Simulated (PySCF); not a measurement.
## Sr: excitation energy

Sr [Kr] 5s2 (1S) → Sr [Kr] 4d1 5s1 (3D), as a difference of total energies. Calculation: PySCF 2.14, in dyall-av2z (22s16p11d, 125 functions); the non-relativistic Hamiltonian (point nucleus). Correlated levels: valence: [Kr] frozen; virtual orbitals above 40 to 60 times the deepest correlated orbital energy dropped. The calculations carry no spin-orbit coupling.

| method | excitation energy (cm⁻¹) | difference from reference (cm⁻¹) |
| --- | --- | --- |
| UHF | 13423 | -4830 |
| LDA | 12977 | -5277 |
| PBE | 11804 | -6449 |
| PBE0 | 12406 | -5848 |
| r2SCAN | 9853.9 | -8400 |
| TPSSh | 11799 | -6454 |
| BP86 | 12030 | -6224 |
| r2SCANh | 10387 | -7866 |
| MP2 (valence) | 17086 | -1168 |
| SCS-MP2 (valence) | 18035 | -219 |

Reference: 18254 cm⁻¹ (measured; NIST levels, between the centres of gravity of the two terms).

These non-relativistic numbers lack the scalar-relativistic shift.

Errors of the correlated levels include the incompleteness of this basis and the frozen core.
